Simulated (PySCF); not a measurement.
Does the answer move with the share of exact exchange?

Compound: C₃H₄BFO₂.
Z-matrix (Å and degrees, PBE0-D3(BJ)/def2-SVP geometry), rows numbered from 1:
```
F 
C   1  1.3338
C   2  1.3936  1  120.39
O   3  1.2680  2  122.10  1  -179.66
B   4  1.5360  3  117.55  2    14.70
O   5  1.5367  4  105.74  3   -41.88
C   6  1.2683  5  117.54  4    42.04
H   3  1.1003  2  120.03  1     5.21
H   5  1.2077  4  109.07  3  -159.08
H   5  1.2229  4  107.20  3    72.29
H   7  1.1006  2  120.11  1    -5.17
```

PySCF, def2-SVPD basis, density fitting, gas phase, PBE0-D3(BJ)/def2-SVP geometry; singlet excitations by full TDDFT with frozen cores, triplets by Tamm–Dancoff TDDFT and ionisation energies by ΔSCF, from the lowest of the holes tried. One functional is left out:

```json
{"functional": "LDA", "exact exchange (%)": "0", "HOMO energy (eV)": "-6.34", "LUMO energy (eV)": "-4.02", "lowest singlet excitation (eV)": "2.72", "lowest triplet excitation (eV)": "2.14", "dipole moment (D)": "2.940", "mean polarisability (au)": "60.2", "vertical ionisation energy (eV)": "9.39"}
{"functional": "PBE", "exact exchange (%)": "0", "HOMO energy (eV)": "-6.20", "LUMO energy (eV)": "-3.75", "lowest singlet excitation (eV)": "2.90", "lowest triplet excitation (eV)": "2.18", "dipole moment (D)": "2.933", "mean polarisability (au)": "59.7", "vertical ionisation energy (eV)": "9.21"}
{"functional": "PBE0", "exact exchange (%)": "25", "HOMO energy (eV)": "-7.42", "LUMO energy (eV)": "-2.87", "lowest singlet excitation (eV)": "3.49", "lowest triplet excitation (eV)": "2.37", "dipole moment (D)": "3.031", "mean polarisability (au)": "57.5", "vertical ionisation energy (eV)": "9.48"}
{"functional": "BHandHLYP", "exact exchange (%)": "50", "HOMO energy (eV)": "-8.56", "LUMO energy (eV)": "-1.85", "lowest singlet excitation (eV)": "4.02", "lowest triplet excitation (eV)": "2.59", "dipole moment (D)": "3.145", "mean polarisability (au)": "56.0", "vertical ionisation energy (eV)": "9.59"}
```

Task: Predict the row of B3LYP (20 % exact exchange) by straight lines through the other rows, and check it.

Result: 
```tsv
property	line	computed	computed − line	PBE0 (25 %), for comparison
HOMO energy (eV)	-7.19	-7.24	-0.05	-7.42
LUMO energy (eV)	-3.07	-3.10	-0.03	-2.87
lowest singlet excitation (eV)	3.31	3.42	+0.11	3.49
lowest triplet excitation (eV)	2.33	2.37	+0.04	2.37
dipole moment (D)	3.017	3.024	+0.007	3.031
mean polarisability (au)	58.2	58.1	-0.1	57.5
vertical ionisation energy (eV)	9.42	9.51	+0.09	9.48
```
